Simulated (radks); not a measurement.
Values are calculated unless marked as measured or tabulated.
Spherical quantum dot in the effective-mass picture: electrons in a well V = -V0 / (1 + exp((r - R)/a)) with V0 = 49.3, R = 1.49, a = 0.16, with a point charge +2 (a donor) at the centre, all in effective atomic units (hartree* = m*/eps^2 hartree, bohr* = eps/m* bohr), one dielectric constant everywhere. Level of theory: non-relativistic Kohn-Sham, exchange-only LDA, spin-polarised, spherical densities (a radial shooting solver with Libxc functionals). Levels are named by radial order and angular momentum (1s, 1p, 1d, 2s, ...), and open shells are averaged over m.

N = 33, configuration 1s2 1p6 1d10 2s2 1f(up 7, down 6). This is the lowest configuration that the search found. Occupied and some empty levels:

| level | occupation | eigenvalue (hartree*) | <r> (bohr*) |
|---|---|---|---|
| 1s up | 1 | -17.384 | 0.7389 |
| 1s down | 1 | -17.364 | 0.7377 |
| 1p up | 3 | -15.051 | 0.9170 |
| 1p down | 3 | -15.024 | 0.9166 |
| 1d up | 5 | -12.336 | 1.003 |
| 1d down | 5 | -12.306 | 1.003 |
| 2s up | 1 | -11.737 | 0.7369 |
| 2s down | 1 | -11.721 | 0.7376 |
| 1f up | 7 | -9.0734 | 1.067 |
| 1f down | 6 | -9.0427 | 1.067 |
| 2p up | 0 | -6.7022 | 0.8656 |
| 2p down | 0 | -6.6846 | 0.8657 |
| 1g up | 0 | -5.3154 | 1.122 |
| 1g down | 0 | -5.2847 | 1.122 |
| 2d up | 0 | -2.2244 | 0.9738 |
| 2d down | 0 | -2.2044 | 0.9738 |

Energy (hartree*): total -877.550, kinetic 219.09, external -1561.2, Hartree 499.91, exchange-correlation -35.308.

Electron density:

| r (bohr*) | n(r) (e/bohr*^3) |
|---|---|
| 0.0917 | 8.845 |
| 0.194 | 5.823 |
| 0.296 | 3.921 |
| 0.398 | 2.896 |
| 0.500 | 2.593 |
| 0.602 | 2.865 |
| 0.704 | 3.501 |
| 0.806 | 4.182 |
| 0.908 | 4.527 |
| 1.01 | 4.243 |
| 1.11 | 3.328 |
| 1.22 | 2.119 |
| 1.32 | 1.070 |
| 1.42 | 0.4253 |
| 1.52 | 0.1356 |
| 1.62 | 0.03621 |
| 1.73 | 0.008574 |
| 1.83 | 0.001862 |
| 1.93 | 0.0003994 |
| 2.03 | 0.00008550 |
